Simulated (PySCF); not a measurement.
Computed shifts of a molecule C₅H₅Cl, PySCF with PBE0/pcSseg-1, GIAO, gas phase, atoms alike by connectivity averaged where their shifts nearly agree, in ppm (number of nuclei): ¹³C: 139.5 (1), 134.0 (1), 103.0 (1), 84.3 (1), 9.4 (1). ¹H: 6.28 (2), 2.67 (3). References: ¹³C against TMS (σ = 186.3 ppm); ³⁵Cl against HCl (σ = 945.9 ppm); ¹H against TMS (σ = 31.56 ppm), references at their B3LYP-D3(BJ)/def2-TZVP geometries, non-relativistic (without spin–orbit terms, shifts of atoms bonded to Cl or Br come out too high). Geometry: PBE-D3(BJ)/def2-SVP. The values are those of a single conformer.

Problem. Which structure fits?
(A) C=C=C/C=C/Cl
(B) ClC1=CC=CC1
(C) C=C(Cl)C#CC
(D) C#C[C@H]1C[C@H]1Cl

Solution. C, C=C(Cl)C#CC
